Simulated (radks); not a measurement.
Problem. All-electron atom: O4+ in [He] 2s2 (the NIST ground configuration). All-electron calculation, non-relativistic Kohn-Sham, r2SCAN, spin-polarised, spherical densities, point nucleus; meta-GGA in the generalised Kohn-Sham scheme. Program: a radial shooting solver on a logarithmic mesh with Libxc functionals. Some entries of the table are withheld. Estimate them.

orbital  occ.  eigenvalue (eV)  <1/r> (bohr^-1)  <r^2> (bohr^2)
1s          2        -625.4005            7.658         0.05293
2s          2              (1)              (2)             (3)
2p          0         -88.2084            1.476          0.9036

Solution. 
(1) 2s eigenvalue (eV): -103.1207
(2) 2s <1/r> (bohr^-1): 1.554
(3) 2s <r^2> (bohr^2): 1.022
